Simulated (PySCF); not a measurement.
Identify the compound

Molecular formula: CH5ClOSi. Simulated spectra:

1H NMR (500 MHz, computed): δ 4.92 (t, 2H), 2.95 (t, 2H), 1.90 (br s, 1H).

13C{1H} NMR (computed): δ 35.6 (CH2).

No relativistic terms, fast rotation and ring inversion assumed for equivalent nuclei, no solvent, single conformer. Geometry from GFN2-xTB; shieldings: GIAO PBE0/pcSseg-1; PySCF 2.14.

Scale: TMS for 1H, 13C (reference shieldings calculated alike).

Problem. Propose a structure and justify it.

Solution. 
Rings plus π bonds: 0. Carbon types of the structure: 1 × CH2, leaving 3 H on heteroatoms. δC 35.6: sp3 CH2 bonded to Cl and Si; pulled downfield by the heteroatom. δH 4.92: hydrogen on a silicon bonded to C, O. δH 2.95: hydrogen on an sp3 CH2 bonded to Cl and Si; its carbon carries Cl, which withdraws density. δH 1.90: hydrogen on an oxygen bonded to Si; exchangeable, gas-phase position.

These data were computed for `InChI=1S/CH5ClOSi/c2-1-4-3/h3H,1,4H2`.

OH and NH positions are those of a molecule without intermolecular hydrogen bonds; in solution they move with solvent, concentration and temperature, and exchange usually removes their couplings. Carbons that carry Cl, above all several Cl atoms, come out too deshielded, partly because spin–orbit coupling is missing. Shifts are as computed. Against solution values, carbons near 30 ppm lie about +3 ppm off and those near 130 ppm about +5 ppm; carbons on Cl a further +6 ppm. Of 1211 compounds with measured shifts, 218 miss one by over three times the rms of a fit or turn the order of signals round; such compounds aren't used in these exercises. Multiplicities follow the n + 1 count of equivalent neighbours, as no J values were calculated; m marks all less simple cases, F and P coupling included.
